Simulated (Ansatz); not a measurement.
```yaml
crystal:
  periodic: [false, false, false]
  atoms:
    - {symbol: Si, position_ang: [-0.142569, 0.000548, -0.099806]}
    - {symbol: Br, position_ang: [-0.161850, -0.022118, 2.124475]}
    - {symbol: Br, position_ang: [1.941212, 0.015269, -0.878201]}
    - {symbol: H, position_ang: [-0.822438, 1.239628, -0.560667]}
    - {symbol: H, position_ang: [-0.814354, -1.233327, -0.585801]}
basis:
  gaussian: {orbitals: pcseg-2, final_grid: {core_spheres: 1, valence_spheres: 1, degree: 5}}
magnetization: {spin_polarized: true, initial_magnetization: 0}
hamiltonian: {xc: {name: r2SCAN}}
scf: {lower_state_search: off}
output: {forces: true}
```

```sh
$ ansatz run in.yaml --threads 4 --pin off --events-out ev --progress --plain --max-ram 3916MiB
```

It prints (some lines left out):

```
Functional definition: r2SCAN
1100 factors; their error is unknown
mean field evaluation 1: about -148005.8717 eV, gradient 1.0e1 eV
mean field evaluation 2: about -148005.9555 eV, gradient 8.6e0 eV
mean field evaluation 4: about -148006.4364 eV, gradient 5.6e-1 eV
mean field evaluation 8: about -148009.3657 eV, gradient 1.5e1 eV
mean field evaluation 16: about -148015.2114 eV, gradient 6.5e-2 eV
mean field evaluation 32: about -148015.8245 eV, gradient 4.1e-3 eV
mean field -148015.82451877 eV, -5439.4812223354 hartree, gradient 9.0e-6 eV, S^2 0.000000; 0 other end points of the search recorded, 0 dependent functions left out
reference -148015.82453698 eV, -5439.4812230046 hartree; 43, 43 occupied and 105, 105 virtual orbitals, 1100 factors
Total energy: -148015.82453698 eV, -5439.4812230046 hartree
Atom 0 at    -0.142569     0.000548    -0.099806 Å, force     7.032658    -0.027066     4.925137 eV/Å
Atom 1 at    -0.161850    -0.022118     2.124475 Å, force    -4.192502     0.057464    -7.002888 eV/Å
Atom 2 at     1.941212     0.015269    -0.878201 Å, force    -8.014789    -0.010482    -1.546332 eV/Å
Atom 3 at    -0.822438     1.239628    -0.560667 Å, force     2.600302    -3.982824     1.771667 eV/Å
Atom 4 at    -0.814354    -1.233327    -0.585801 Å, force     2.574331     3.962908     1.852416 eV/Å
Dipole moment:    -0.245173     0.000943    -0.171688 e Å
Checks for a lower state left out: stability, starts, cluster_reference, orbital_swaps, neighbouring_geometries, increment
```

Question: What is wrong with this run?

Answer: The integration grid is far too coarse. The run converged. The result belongs to that input, not to the species as meant.
